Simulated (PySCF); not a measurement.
Two species compared at the same levels of theory.

First species: 5,5-difluoro-1,3-dioxane, C₄H₆F₂O₂.
Cartesian coordinates in Å at the GFN2-xTB level; atoms count from 1:
```xyz
14
C4H6F2O2 angstrom
F      1.5054    0.5013   -1.5319
C      1.1186    0.2119   -0.2641
F      2.2684    0.2454    0.4735
C      0.1462    1.2721    0.2684
O     -1.1558    1.0641   -0.2189
C     -1.6022   -0.2380    0.0170
O     -0.8244   -1.1987   -0.6329
C      0.5077   -1.1928   -0.1836
H      0.4555    2.2651   -0.0622
H      0.1708    1.2200    1.3684
H     -1.6216   -0.4401    1.1083
H     -2.6058   -0.3076   -0.4055
H      1.0625   -1.8807   -0.8241
H      0.5741   -1.5225    0.8653
```

Second species: C₃H₁₂OSi₂.
Z-matrix (Å and degrees, GFN2-xTB geometry), rows numbered from 1:
```
C 
Si  1  1.9034
C   2  1.9035  1  111.23
C   2  1.9032  1  111.62  3   124.26
O   2  1.6328  1  107.00  3  -118.38
Si  5  1.6139  2  169.84  1   122.97
H   1  1.0855  2  111.46  3   -71.85
H   1  1.0859  2  111.08  3   168.00
H   1  1.0861  2  111.32  3    48.29
H   3  1.0861  2  111.14  1   -64.56
H   3  1.0854  2  111.40  1    55.55
H   3  1.0861  2  111.36  1   175.69
H   4  1.0860  2  111.22  1  -179.87
H   4  1.0856  2  111.25  1   -59.87
H   4  1.0859  2  111.37  1    60.28
H   6  1.4631  5  107.61  2    54.63
H   6  1.4634  5  107.58  2   -65.52
H   6  1.4622  5  105.92  2   174.61
```

Levels: PBE0/def2-SVPD for HOMO energy, LUMO energy, HOMO–LUMO gap and static isotropic polarisability; TDDFT PBE0/def2-SVPD for lowest singlet excitation; TDA PBE0/def2-SVPD for lowest triplet excitation (Tamm–Dancoff). Geometries: GFN2-xTB. Each structure is a single optimised conformer of the isolated species, non-relativistic unless stated; the electronic structure was computed with PySCF and density fitting.

Values for the first species:

- HOMO energy: -8.22 eV
- LUMO energy: 0.54 eV
- HOMO–LUMO gap: 8.76 eV
- Lowest singlet excitation: 7.53 eV
- Lowest triplet excitation (Tamm–Dancoff): 7.35 eV
- Static isotropic polarisability: 55.7 au

Q: Estimate the same properties for the second species, and the change in each.

A: 
```json
{"property": "HOMO energy", "first": "-8.22 eV", "second": "-7.98 eV", "second less first": "+0.24 eV"}
{"property": "LUMO energy", "first": "0.54 eV", "second": "0.18 eV", "second less first": "-0.36 eV"}
{"property": "HOMO–LUMO gap", "first": "8.76 eV", "second": "8.16 eV", "second less first": "-0.60 eV"}
{"property": "lowest singlet excitation", "first": "7.53 eV", "second": "6.99 eV", "second less first": "-0.54 eV"}
{"property": "lowest triplet excitation (Tamm–Dancoff)", "first": "7.35 eV", "second": "6.76 eV", "second less first": "-0.59 eV"}
{"property": "static isotropic polarisability", "first": "55.7 au", "second": "90.9 au", "second less first": "+35.2 au"}
```

On the first: The polarisability is 8.26 Å³ as a volume (1 au = 0.148185 Å³), or 0.87 au for each of the 64 electrons. S1 lies 1.23 eV below the HOMO–LUMO gap; its leading configuration is HOMO→LUMO, weight 0.92.

On the second: The polarisability is 13.47 Å³ as a volume (1 au = 0.148185 Å³), or 1.38 au for each of the 66 electrons. No computed singlet falls in the visible range (750 to 380 nm, 1.65 to 3.26 eV); S1 lies 3.73 eV above its blue end.
